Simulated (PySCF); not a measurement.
## [MnCl6]4-: what the settings change

[MnCl6]4- holds Mn(II), d5, at total charge -4. The structure is a PBE0-D3(BJ)/def2-SVP, IEF-PCM water geometry optimised for multiplicity 6; coordination octahedral, point group Oh, metal–donor distances 2.62 Å.

```
7

Mn    0.000    0.000    0.000
Cl    2.624    0.000    0.000
Cl   -2.624    0.000    0.000
Cl    0.000    2.624    0.000
Cl    0.000   -2.624    0.000
Cl    0.000    0.000    2.624
Cl    0.000    0.000   -2.624
```

Method (PySCF 2.14, density fitting): CASSCF(5,5) with orbitals averaged over all microstates of the shell, strongly contracted NEVPT2 on the averaged canonical orbitals; basis x2c-TZVPall on the metal, x2c-SVPall elsewhere; spin-free X2C; IEF-PCM water; spin-orbit coupling by state interaction with the mean-field operator over all roots.

Base run: NEVPT2 ground state 6A1g, next 4T1g at 24393, then 4T2g at 27191 cm⁻¹, 10Dq(CASSCF) 4171, B(CASSCF) 1069, ζ 306 cm⁻¹, g 2.002 2.002 2.002, μeff(300 K) 5.92 μB.

Question: What happens with the basis x2c-TZVPall on all atoms?

Answer: NEVPT2 ground state 6A1g, next 4T1g at 24355, then 4T2g at 27111 cm⁻¹, 10Dq(CASSCF) 4148, B(CASSCF) 1068, ζ 306 cm⁻¹, g 2.002 2.002 2.002, μeff(300 K) 5.92 μB. It took 40 s against 16 s on a shared host of the same kind.

Question: What happens with orbitals averaged over the highest spin alone?

Answer: NEVPT2 ground state 6A1g, next 4T1g at 25027, then 4T2g at 27517 cm⁻¹, 10Dq(CASSCF) 4130, B(CASSCF) 1106, ζ 317 cm⁻¹, g 2.002 2.002 2.002, μeff(300 K) 5.92 μB.
